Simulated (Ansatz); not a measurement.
Ansatz (a first-principles code) input (MP2/6-311+G**): The .json file is the Basis Set Exchange's 6-311+G**.

Ansatz 0.2 input:
```yaml
crystal:
  periodic: [false, false, false]
  atoms:
    - {symbol: Si, position_ang: [0.00000000, -0.00000000, -0.00000000]}
    - {symbol: H, position_ang: [-0.01759500, -0.02301500, 1.61556300]}
    - {symbol: H, position_ang: [0.01759500, 0.02301500, -1.61556300]}
    - {symbol: H, position_ang: [1.53014500, 0.00631700, 0.01675500]}
    - {symbol: H, position_ang: [-0.77074900, 1.32193100, 0.01043800]}
    - {symbol: H, position_ang: [-0.75939600, -1.32824800, -0.02719300]}
basis:
  gaussian:
    orbitals: 6-311+G__.json
total_charge: -1
magnetization: {spin_polarized: false}
correlation: {method: mp2, electrons: outside_noble_gas}
```

Output:

```
Functional definition: HF
integrals: 0.01 GiB planned
468 factors; integrals over basis functions are off by at most 1.3e-3 eV
mean field: 0.10 GiB planned
mean field evaluation 1: about -7938.3549 eV, gradient 1.3e1 eV
mean field evaluation 2: about -7938.3588 eV, gradient 1.3e1 eV
mean field evaluation 4: about -7939.2092 eV, gradient 1.3e0 eV
mean field evaluation 8: about -7939.2157 eV, gradient 2.3e-4 eV
mean field -7939.21565443 eV, -291.7607939068 hartree, gradient 4.0e-7 eV, S^2 0.000000; 0 other end points of the search recorded, 0 dependent functions left out
5 core orbitals not correlated
reference -7939.21565443 eV, -291.7607939068 hartree; 5, 5 occupied and 51, 51 virtual orbitals, 468 factors
second order -4.07627861 eV of doubles, -0.00000000 eV of singles
Total energy: -7943.29193304 eV, -291.9105943826 hartree
```

The dipole moment of an ion depends on the origin.

The geometry given is a B3LYP-D3(BJ)/def2-TZVP minimum.
